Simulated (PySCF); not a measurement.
## From computed data to an observable: refractive index and permittivity of the vapour

Si(Cl)(F)2(SeH) (ClF₂HSeSi), SMILES F[Si](F)(Cl)[SeH].

Geometry optimised at r2SCAN-D4/def2-SVP. The structure was generated by enumeration, and PubChem lists no compound with its InChIKey, so it may never have been made. One conformer was computed; it need not be the lowest.

M06-2X/def2-TZVP (PySCF) gives a mean static polarisability of 57.5 bohr³ and a dipole moment of 1.79 D. Take an ideal gas at 298.15 K and 1 bar, whether or not the substance is that volatile.

### Question
Work out n − 1 in the optical limit and the static ε − 1.

### Answer

Polarisability volume α' = 57.5 × 0.148185 = 8.52 Å³. Number density N = p/kT = 2.43e-5 Å⁻³.
Dilute limit of Lorentz–Lorenz: n − 1 = 2π N α' = 0.0013.
Orientation term of Debye: μ²/(3kT) = 8.098 Å³ × μ²(D²) = 25.95 Å³.
ε − 1 = 4π N (α' + μ²/3kT) = 0.011. Orientation of the dipole supplies 75 % of the static response; it can't follow optical fields. Vibrational polarisation and dispersion are left out.
